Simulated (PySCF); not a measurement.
Electron correlation in C²⁺ (carbon, charge +2)

[He] 2p2, high-spin 3P determinant (an excited configuration). Calculation: PySCF 2.14, in ANO-RCC-VTZP (4s3p2d1f, 30 functions); the spin-free X2C one-electron Hamiltonian (Gaussian nucleus). Frozen: 1s2; 2 electrons correlated.

With two correlated electrons CCSD is exact within the correlated space (frozen core and kept virtual orbitals).

| level | correlation energy (mhartree) |
| --- | --- |
| CCSD | -9.08 |

Diagnostics: T1 = 0.00055, D1 = 0.0008, largest double amplitude 0.021.

Cost of the coupled-cluster step: roughly 0.18 core-seconds, for 2 correlated electrons.

Iterations:

```
CC2 = 0
CCSD nocc = (np.int64(2), np.int64(0)), nmo = (29, 29)
frozen orbitals [[0], [0]]
max_cycle = 100
direct = 0
conv_tol = 1e-08
conv_tol_normt = 1e-06
diis_space = 8
diis_start_cycle = 0
Init t2, MP2 energy = -0.00714102701402838
Init E_corr(UCCSD) = -0.00714102701403815
cycle = 1  E_corr(UCCSD) = -0.00864059801152838  dE = -0.001499571  norm(t1,t2) = 0.00912648
cycle = 2  E_corr(UCCSD) = -0.00897309785788895  dE = -0.000332499846  norm(t1,t2) = 0.00226158
cycle = 3  E_corr(UCCSD) = -0.00907794145163343  dE = -0.000104843594  norm(t1,t2) = 0.000606102
cycle = 4  E_corr(UCCSD) = -0.009076058943091  dE = 1.88250854e-06  norm(t1,t2) = 4.5872e-05
cycle = 5  E_corr(UCCSD) = -0.00907611235960776  dE = -5.34165168e-08  norm(t1,t2) = 2.76474e-06
cycle = 6  E_corr(UCCSD) = -0.00907611437797015  dE = -2.01836239e-09  norm(t1,t2) = 1.0628e-07
UCCSD converged
E(UCCSD) = -35.86617703676806  E_corr = -0.009076114377970151
```
